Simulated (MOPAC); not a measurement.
Input for MOPAC: PM3 on C4H12 (a complex), monomers drawn apart or pushed together.

```
PM3 1SCF PRECISE CHARGE=0 THREADS=1
C4H12

C      0.01762363 1     0.15924781 1     0.17468270 1
H      0.11246673 1     0.26709414 1    -0.90488551 1
H     -0.89601535 1    -0.38639794 1     0.40612942 1
H      0.87463858 1    -0.38907786 1     0.56258783 1
H     -0.02230556 1     1.14428219 1     0.63701222 1
C      0.40201127 1    -1.45190416 1     6.37869188 1
C      0.47134880 1     0.06708316 1     6.51049104 1
C     -0.90656883 1     0.72333910 1     6.49913764 1
H      1.39680867 1    -1.90163187 1     6.38543487 1
H     -0.16802306 1    -1.89100659 1     7.20132087 1
H     -0.08876651 1    -1.74147382 1     5.44662692 1
H      1.07524109 1     0.47556819 1     5.69538646 1
H      0.99221622 1     0.32912362 1     7.43628521 1
H     -0.83540404 1     1.80881591 1     6.59187737 1
H     -1.43735573 1     0.50193538 1     5.57033312 1
H     -1.52159940 1     0.35770171 1     7.32528690 1
```

It printed:

```
*******************************************************************************
 **                                                                           **
 **                              MOPAC v23.2.5                                **
 **                                                                           **
 *******************************************************************************
 ** MOPAC's Digital Object Identifier: https://doi.org/10.5281/zenodo.6511958 **
 **                                                                           **
 ** Please cite the open-source release paper for use of this MOPAC version:  **
 ** J. E. Moussa and J. J. P. Stewart (2026)                                  **
 ** MOPAC: An open-source semiempirical molecular orbital program             **
 ** J. Open Source Softw., 11(119), 8025, https://doi.org/10.21105/joss.08025 **
 *******************************************************************************

                              PM3 CALCULATION RESULTS

 *******************************************************************************
 *  PM3        - The PM3 Hamiltonian to be used
 *
 *
 *
 *                 CHARGE ON SYSTEM = 0
 *
 *
 *
 *  PRECISE    - TIGHTER CRITERIA TO BE USED
 *  1SCF       - DO 1 SCF AND THEN STOP
 *  THREADS=1  - MULTI-THREADING NOT USED
 *  T=         - A TIME OF 172800.0 SECONDS REQUESTED
 *  DUMP=N     - RESTART FILE WRITTEN EVERY 7200.0 SECONDS REQUESTED
 *******************************************************************************
PM3 1SCF PRECISE CHARGE=0 THREADS=1
 C4H12

   ATOM   CHEMICAL          X               Y               Z
  NUMBER   SYMBOL      (ANGSTROMS)     (ANGSTROMS)     (ANGSTROMS)

     1       C          0.01762363  *   0.15924781  *   0.17468270  *
     2       H          0.11246673  *   0.26709414  *  -0.90488551  *
     3       H         -0.89601535  *  -0.38639794  *   0.40612942  *
     4       H          0.87463858  *  -0.38907786  *   0.56258783  *
     5       H         -0.02230556  *   1.14428219  *   0.63701222  *
     6       C          0.40201127  *  -1.45190416  *   6.37869188  *
     7       C          0.47134880  *   0.06708316  *   6.51049104  *
     8       C         -0.90656883  *   0.72333910  *   6.49913764  *
     9       H          1.39680867  *  -1.90163187  *   6.38543487  *
    10       H         -0.16802306  *  -1.89100659  *   7.20132087  *
    11       H         -0.08876651  *  -1.74147382  *   5.44662692  *
    12       H          1.07524109  *   0.47556819  *   5.69538646  *
    13       H          0.99221622  *   0.32912362  *   7.43628521  *
    14       H         -0.83540404  *   1.80881591  *   6.59187737  *
    15       H         -1.43735573  *   0.50193538  *   5.57033312  *
    16       H         -1.52159940  *   0.35770171  *   7.32528690  *



          CARTESIAN COORDINATES

    NO.       ATOM           X           Y           Z

     1         C          0.0176      0.1592      0.1747
     2         H          0.1125      0.2671     -0.9049
     3         H         -0.8960     -0.3864      0.4061
     4         H          0.8746     -0.3891      0.5626
     5         H         -0.0223      1.1443      0.6370
     6         C          0.4020     -1.4519      6.3787
     7         C          0.4713      0.0671      6.5105
     8         C         -0.9066      0.7233      6.4991
     9         H          1.3968     -1.9016      6.3854
    10         H         -0.1680     -1.8910      7.2013
    11         H         -0.0888     -1.7415      5.4466
    12         H          1.0752      0.4756      5.6954
    13         H          0.9922      0.3291      7.4363
    14         H         -0.8354      1.8088      6.5919
    15         H         -1.4374      0.5019      5.5703
    16         H         -1.5216      0.3577      7.3253

  H: (PM3): J. J. P. STEWART, J. COMP. CHEM. 10, 209 (1989).
  C: (PM3): J. J. P. STEWART, J. COMP. CHEM. 10, 209 (1989).

           Empirical Formula: C4 H12  =    16 atoms



      MOLECULAR POINT GROUP   :   Cs


      RHF CALCULATION, NO. OF DOUBLY OCCUPIED LEVELS = 14


 -------------------------------------------------------------------------------
 PM3 1SCF PRECISE CHARGE=0 THREADS=1
 C4H12



     1SCF WAS SPECIFIED, SO BFGS WAS NOT USED
     SCF FIELD WAS ACHIEVED


                              PM3 CALCULATION
                                                       MOPAC v23.2.5 Linux




          FINAL HEAT OF FORMATION =        -36.26527 KCAL/MOL =    -151.73388 KJ/MOL


          COSMO AREA              =        150.24 SQUARE ANGSTROMS
          COSMO VOLUME            =        117.78 CUBIC ANGSTROMS

          IONIZATION POTENTIAL    =         11.584932 EV
          HOMO LUMO ENERGIES (EV) =        -11.585  3.664
          NO. OF FILLED LEVELS    =         14
          MOLECULAR WEIGHT        =         60.1388         POINT GROUP:  Cs

          MOLECULAR DIMENSIONS (Angstroms)

            Atom       Atom       Distance
            H    10    H     2     8.39325
            H    14    H     9     4.28139
            H    13    H     3     3.10907


          SCF CALCULATIONS        =          1





   ATOM   CHEMICAL          X               Y               Z
  NUMBER   SYMBOL      (ANGSTROMS)     (ANGSTROMS)     (ANGSTROMS)

     1       C          0.01762363  *   0.15924781  *   0.17468270  *
     2       H          0.11246673  *   0.26709414  *  -0.90488551  *
     3       H         -0.89601535  *  -0.38639794  *   0.40612942  *
     4       H          0.87463858  *  -0.38907786  *   0.56258783  *
     5       H         -0.02230556  *   1.14428219  *   0.63701222  *
     6       C          0.40201127  *  -1.45190416  *   6.37869188  *
     7       C          0.47134880  *   0.06708316  *   6.51049104  *
     8       C         -0.90656883  *   0.72333910  *   6.49913764  *
     9       H          1.39680867  *  -1.90163187  *   6.38543487  *
    10       H         -0.16802306  *  -1.89100659  *   7.20132087  *
    11       H         -0.08876651  *  -1.74147382  *   5.44662692  *
    12       H          1.07524109  *   0.47556819  *   5.69538646  *
    13       H          0.99221622  *   0.32912362  *   7.43628521  *
    14       H         -0.83540404  *   1.80881591  *   6.59187737  *
    15       H         -1.43735573  *   0.50193538  *   5.57033312  *
    16       H         -1.52159940  *   0.35770171  *   7.32528690  *

                             CARTESIAN COORDINATES

   1    C        0.017623630     0.159247810     0.174682700
   2    H        0.112466730     0.267094140    -0.904885510
   3    H       -0.896015350    -0.386397940     0.406129420
   4    H        0.874638580    -0.389077860     0.562587830
   5    H       -0.022305560     1.144282190     0.637012220
   6    C        0.402011270    -1.451904160     6.378691880
   7    C        0.471348800     0.067083160     6.510491040
   8    C       -0.906568830     0.723339100     6.499137640
   9    H        1.396808670    -1.901631870     6.385434870
  10    H       -0.168023060    -1.891006590     7.201320870
  11    H       -0.088766510    -1.741473820     5.446626920
  12    H        1.075241090     0.475568190     5.695386460
  13    H        0.992216220     0.329123620     7.436285210
  14    H       -0.835404040     1.808815910     6.591877370
  15    H       -1.437355730     0.501935380     5.570333120
  16    H       -1.521599400     0.357701710     7.325286900


           Empirical Formula: C4 H12  =    16 atoms



      MOLECULAR POINT GROUP   :   Cs


                  EIGENVALUES
 -36.52265 -29.84374 -27.21696 -21.21867 -16.02128 -15.34602 -14.19301 -13.63632
 -13.63219 -13.62847 -13.16661 -12.48265 -12.25652 -11.58493   3.66427   3.90512
   4.06133   4.12494   4.23520   4.43319   4.49829   4.54614   4.58548   4.58830
   4.58978   4.99608   5.06821   5.07301


              NET ATOMIC CHARGES AND DIPOLE CONTRIBUTIONS

  ATOM NO.   TYPE          CHARGE      No. of ELECS.   s-Pop       p-Pop
    1          C          -0.111203        4.1112     1.11185     2.99936
    2          H           0.027943        0.9721     0.97206
    3          H           0.027635        0.9724     0.97237
    4          H           0.027814        0.9722     0.97219
    5          H           0.027813        0.9722     0.97219
    6          C          -0.108285        4.1083     1.13840     2.96989
    7          C          -0.094789        4.0948     1.15575     2.93904
    8          C          -0.108287        4.1083     1.13839     2.96989
    9          H           0.037414        0.9626     0.96259
   10          H           0.036840        0.9632     0.96316
   11          H           0.036828        0.9632     0.96317
   12          H           0.044538        0.9555     0.95546
   13          H           0.044657        0.9553     0.95534
   14          H           0.037410        0.9626     0.96259
   15          H           0.036826        0.9632     0.96317
   16          H           0.036849        0.9632     0.96315
 DIPOLE           X         Y         Z       TOTAL
 POINT-CHG.     0.023     0.014     0.002     0.027
 HYBRID        -0.020    -0.012    -0.002     0.023
 SUM            0.004     0.002     0.001     0.004


          ATOMIC ORBITAL ELECTRON POPULATIONS

     Atom    s        px        py        pz
    1  C   1.11185   0.99988   0.99986   0.99961
    2  H   0.97206
    3  H   0.97237
    4  H   0.97219
    5  H   0.97219
    6  C   1.13840   1.00703   0.95418   1.00868
    7  C   1.15575   0.97001   0.95601   1.01301
    8  C   1.13839   0.96587   0.99498   1.00904
    9  H   0.96259
   10  H   0.96316
   11  H   0.96317
   12  H   0.95546
   13  H   0.95534
   14  H   0.96259
   15  H   0.96317
   16  H   0.96315

 **********************
 *                    *
 * JOB ENDED NORMALLY *
 *                    *
 **********************




 == MOPAC DONE ==
```

The run finished.

Cost: roughly 0.020 core-seconds.
